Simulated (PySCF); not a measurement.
r2SCAN on Al⁻ (aluminium, charge -1), [Ne] 3s2 3p2, high-spin 3P determinant. All numbers are calculated (PySCF 2.14, the non-relativistic Hamiltonian (point nucleus), in def2-TZVPPD (6s5p4d1f, 48 functions)).

```
cycle= 1 E= -242.341600071907  delta_E= -0.00523  |g|= 0.00998  |ddm|= 0.111
cycle= 2 E= -242.34179080551  delta_E= -0.000191  |g|= 0.00379  |ddm|= 0.0411
cycle= 3 E= -242.341813274466  delta_E= -2.25e-05  |g|= 0.00241  |ddm|= 0.0157
cycle= 4 E= -242.341817782553  delta_E= -4.51e-06  |g|= 0.000464  |ddm|= 0.00515
cycle= 5 E= -242.341818090818  delta_E= -3.08e-07  |g|= 4.4e-05  |ddm|= 0.00171
cycle= 6 E= -242.341818097447  delta_E= -6.63e-09  |g|= 9.55e-06  |ddm|= 0.00036
cycle= 7 E= -242.341818097861  delta_E= -4.14e-10  |g|= 1.13e-06  |ddm|= 0.000134
converged SCF energy = -242.341818097861  <S^2> = 2.0127452  2S+1 = 3.0084848
```

Highest occupied orbital energy: 2.144 eV; ⟨L²⟩ = 2.04; populations by l: s 5.99, p 8.00, d 0.01, f 0.00.

Problem. Can this result be used?

Solution. With care. The calculation finished and met its thresholds. At r2SCAN the highest occupied level has a positive energy, so only the finite basis holds that electron; in a semilocal or global hybrid functional this comes from self-interaction and does not mean that the real anion is unbound.
